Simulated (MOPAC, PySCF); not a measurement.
Cl2FIn, SMILES `[F][In]([Cl])[Cl]`, neutral singlet in the gas phase. 

Cartesian coordinates (Å):
SMILES: [In]([Cl])([F])[Cl]
```xyz
4

F     -0.0802     1.9676    -0.0751
In    -0.0018     0.0442    -0.0017
Cl    -1.9835    -1.0916    -0.0436
Cl     2.0654    -0.9203     0.1204
```
Charge 0, spin multiplicity 1.

All levels are single points at this geometry (PBE0-D4/def2-TZVP); Pople sets use spherical d functions. Orbital energies aren't observables, and empty levels follow the basis.

B3LYP/LANL2DZ in PySCF gives gap (eV) = 6.00.

Problem. Estimate the gap (eV) from each of these levels: PBE0-D4/def2-TZVP in PySCF; B3LYP/6-311+G** (LANL2DZ on In) in PySCF; M06-2X/6-31G* (LANL2DZ on In) in PySCF; PBE/6-31G* (LANL2DZ on In) in PySCF; PM7 in MOPAC.

Solution. 
```json
[
 {"level": "PBE0-D4/def2-TZVP in PySCF", "gap (eV)": "6.64"},
 {"level": "B3LYP/6-311+G** (LANL2DZ on In) in PySCF", "gap (eV)": "6.15"},
 {"level": "M06-2X/6-31G* (LANL2DZ on In) in PySCF", "gap (eV)": "8.91"},
 {"level": "PBE/6-31G* (LANL2DZ on In) in PySCF", "gap (eV)": "4.43"},
 {"level": "PM7 in MOPAC", "gap (eV)": "9.98"}
]
```
